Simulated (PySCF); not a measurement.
**Running PySCF for GeB**

File input.py (PySCF 2.14):

```python
from pyscf import gto, scf, cc

mol = gto.M(
    atom='Ge 0 0 0; B 0 0 1.778',
    basis='def2-svp',
    charge=0,
    spin=3,
    verbose=4,
)
mf = scf.UHF(mol)
mf.kernel()
mycc = cc.CCSD(mf, frozen=10)
mycc.kernel()
e = mycc.eeccsd(nroots=4)[0]
print('roots (eV) =', (e*27.211386).round(3))
mf.dip_moment()
print('orbital energies (hartree):', [e[max(0, n-3):n+3].round(4) for e, n in zip(mf.mo_energy, mol.nelec)])
```

```bash
$ OMP_NUM_THREADS=1 python input.py
```

The log (some set-up lines and the per-cycle HOMO/LUMO lines with their warnings removed):

```
PySCF version 2.14.0

[INPUT] Symbol           X                Y                Z      unit          X                Y                Z       unit  Magmom
[INPUT]  1 Ge     0.000000000000   0.000000000000   0.000000000000 AA    0.000000000000   0.000000000000   0.000000000000 Bohr   0.0
[INPUT]  2 B      0.000000000000   0.000000000000   1.778000000000 AA    0.000000000000   0.000000000000   3.359933049477 Bohr   0.0

nuclear repulsion = 47.6199964832396
number of shells = 18
number of NR pGTOs = 98
number of NR cGTOs = 46
basis = def2-svp
ecp = {}

******** <class 'pyscf.scf.uhf.UHF'> ********
method = UHF
initial guess = minao
damping factor = 0
level_shift factor = 0
DIIS = <class 'pyscf.scf.diis.CDIIS'>
SCF conv_tol = 1e-09
SCF max_cycles = 50
number electrons alpha = 20  beta = 17
init E= -2099.0875165783

cycle= 1 E= -2099.57631333313  delta_E= -0.489  |g|= 0.149  |ddm|= 1.28
cycle= 2 E= -2099.6039892146  delta_E= -0.0277  |g|= 0.0745  |ddm|= 0.371
cycle= 3 E= -2099.61045090112  delta_E= -0.00646  |g|= 0.0402  |ddm|= 0.152
cycle= 4 E= -2099.61585918317  delta_E= -0.00541  |g|= 0.0278  |ddm|= 0.156
cycle= 5 E= -2099.62039374349  delta_E= -0.00453  |g|= 0.0192  |ddm|= 0.176
cycle= 6 E= -2099.62273317281  delta_E= -0.00234  |g|= 0.0106  |ddm|= 0.151
cycle= 7 E= -2099.62345590493  delta_E= -0.000723  |g|= 0.00426  |ddm|= 0.109
cycle= 8 E= -2099.62349890871  delta_E= -4.3e-05  |g|= 0.0015  |ddm|= 0.0236
cycle= 9 E= -2099.62350990369  delta_E= -1.1e-05  |g|= 0.001  |ddm|= 0.0143
cycle= 10 E= -2099.62351164587  delta_E= -1.74e-06  |g|= 0.000166  |ddm|= 0.00865
cycle= 11 E= -2099.62351177086  delta_E= -1.25e-07  |g|= 4.27e-05  |ddm|= 0.00137
cycle= 12 E= -2099.62351177606  delta_E= -5.2e-09  |g|= 1.46e-05  |ddm|= 0.000406
cycle= 13 E= -2099.62351177656  delta_E= -4.97e-10  |g|= 2.76e-06  |ddm|= 9.16e-05
Extra cycle  E= -2099.62351177657  delta_E= -1.18e-11  |g|= 1.53e-06  |ddm|= 8.57e-06
converged SCF energy = -2099.62351177657  <S^2> = 3.7548469  2S+1 = 4.0024227

******** <class 'pyscf.cc.uccsd.UCCSD'> ********
CC2 = 0
CCSD nocc = (np.int64(10), np.int64(7)), nmo = (36, 36)
frozen orbitals 10
max_cycle = 50
direct = 0
conv_tol = 1e-07
conv_tol_normt = 1e-06
Init t2, MP2 energy = -0.234165972047195
Init E_corr(UCCSD) = -0.234165972049973
cycle = 1  E_corr(UCCSD) = -0.235297144818605  dE = -0.00113117277  norm(t1,t2) = 0.0817806
cycle = 2  E_corr(UCCSD) = -0.245104204057587  dE = -0.00980705924  norm(t1,t2) = 0.0366007
cycle = 3  E_corr(UCCSD) = -0.246340341471338  dE = -0.00123613741  norm(t1,t2) = 0.025298
cycle = 4  E_corr(UCCSD) = -0.249491156833039  dE = -0.00315081536  norm(t1,t2) = 0.0158083
cycle = 5  E_corr(UCCSD) = -0.249409179968796  dE = 8.19768642e-05  norm(t1,t2) = 0.00820451
cycle = 6  E_corr(UCCSD) = -0.249411834912712  dE = -2.65494392e-06  norm(t1,t2) = 0.00174008
cycle = 7  E_corr(UCCSD) = -0.249484537599621  dE = -7.27026869e-05  norm(t1,t2) = 0.000639301
cycle = 8  E_corr(UCCSD) = -0.249471300586118  dE = 1.32370135e-05  norm(t1,t2) = 0.000221717
cycle = 9  E_corr(UCCSD) = -0.249469504009412  dE = 1.79657671e-06  norm(t1,t2) = 9.31074e-05
cycle = 10  E_corr(UCCSD) = -0.249469765558296  dE = -2.61548884e-07  norm(t1,t2) = 2.10378e-05
cycle = 11  E_corr(UCCSD) = -0.249469595915613  dE = 1.69642683e-07  norm(t1,t2) = 8.58384e-06
cycle = 12  E_corr(UCCSD) = -0.249469350489365  dE = 2.45426248e-07  norm(t1,t2) = 3.92723e-06
cycle = 13  E_corr(UCCSD) = -0.249469249224508  dE = 1.01264857e-07  norm(t1,t2) = 1.32105e-06
cycle = 14  E_corr(UCCSD) = -0.249469206260493  dE = 4.29640153e-08  norm(t1,t2) = 5.23801e-07
UCCSD converged
E(UCCSD) = -2099.872980982829  E_corr = -0.2494692062604929

******** <class 'pyscf.cc.eom_uccsd.EOMEESpinFlip'> ********
max_space = 20
max_cycle = 50
conv_tol = 1e-07
partition = None
EOM-CCSD root 0 E = 9.21902866684875e-05  qpwt = 0.957111  conv = True
EOM-CCSD root 1 E = 0.0353567304060355  qpwt = 0.957725  conv = True
EOM-CCSD root 2 E = 0.03565601806084553  qpwt = 0.947089  conv = True
EOM-CCSD root 3 E = 0.03565606229519828  qpwt = 0.947092  conv = True
roots (eV) = [0.003 0.962 0.97  0.97 ]
Dipole moment(X, Y, Z, Debye): -0.00000,  0.00000, -0.04720
orbital energies (hartree): [array([-0.3463, -0.3463, -0.3446,  0.0589,  0.0589,  0.2143]), array([-1.6278, -0.6329, -0.3566,  0.0111,  0.0111,  0.0696])]
```

In short: E(SCF) = -2099.623512 Eh, 13 cycles, E(CCSD) − E(SCF) = -0.24947 Eh, ⟨S²⟩ = 3.755, μz(SCF) = -0.05 D, excitation roots 0.003, 0.962, 0.970, 0.970 eV.

Run time: 12 s on 1 thread of Intel Xeon Platinum 8259CL @ 2.50GHz (shared host), peak memory 0.2 GiB.

The bond length is a typed value, not an optimised one. Spin-unrestricted EOM-EE roots include spin flips and other components of the reference, which can be negative or near zero. No search for the lowest solution was made.
